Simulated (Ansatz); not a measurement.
Energy profile

The step: Si₂H₆O₂ ([OH][SiH2][O][SiH3]) + H₂ → Si₂H₆O ([SiH3][O][SiH3]) + H₂O; bonds formed: Si1–H8, O2–H7; bonds broken: Si1–O2, H7–H8 (atoms numbered as in the saddle structure below).

| atom | x (Å) | y (Å) | z (Å) |
| --- | --- | --- | --- |
| Si1 | 0.8239 | -0.0574 | -0.8277 |
| O2 | 1.1196 | 1.7882 | -0.7244 |
| O3 | -0.6429 | -0.7319 | -0.5030 |
| Si4 | -1.4129 | -1.0473 | 0.9182 |
| H5 | 0.7003 | 0.0430 | -2.3136 |
| H6 | 2.0566 | -0.8534 | -0.6163 |
| H7 | 0.9654 | 1.4878 | 0.3263 |
| H8 | 0.9164 | 0.4429 | 0.8700 |
| H9 | 0.4724 | 2.3711 | -1.1417 |
| H10 | -1.8084 | 0.2201 | 1.5879 |
| H11 | -0.5582 | -1.8394 | 1.8397 |
| H12 | -2.6322 | -1.8236 | 0.5846 |

Electronic energies by CCSD(T) at an estimated basis limit (MP2 extrapolated from triple and quadruple zeta, plus CCSD(T) − MP2 in triple zeta), on PBE0-D4/def2-TZVP structures; Si2H8O2, closed shell; no counterpoise correction. Ansatz 0.2.0; basis: def2-TZVPP and def2-QZVPP; cores frozen in the correlated methods. Extrapolation: Hartree–Fock as exp(−7.88 √X), correlation as X^−2.97.

Q: Give the profile in kJ/mol, counted from the separated reactants. (Judge from chemistry; the value comes from the calculation.)

A: The calculation gives:
```tsv
point	kJ/mol
separated: Si2H6O2 (linked as [OH][SiH2][O][SiH3]; Si1, O2, O3, Si4, H5, H6, H9, H10, H11, H12; singlet) + H2 (H7, H8; singlet)	0.0
start structure	-3.5
saddle	242.8
end structure	79.9
separated: Si2H6O (linked as [SiH3][O][SiH3]; Si1, O3, Si4, H5, H6, H8, H10, H11, H12; singlet) + H2O (O2, H7, H9; singlet)	91.4
```

No T1 diagnostic of these runs exceeds 0.013.

For scale, one of the runs: CCSD(T)/def2-TZVPP, 258 basis functions, launched by `ansatz run in.yaml --threads 4 --pin off --events-out ev --progress --plain --max-ram 9574MiB`. The run took 2.3 min on 4 CPU threads of an Arm Neoverse V2 (shared host), with 5.7 GiB of host memory at its peak.
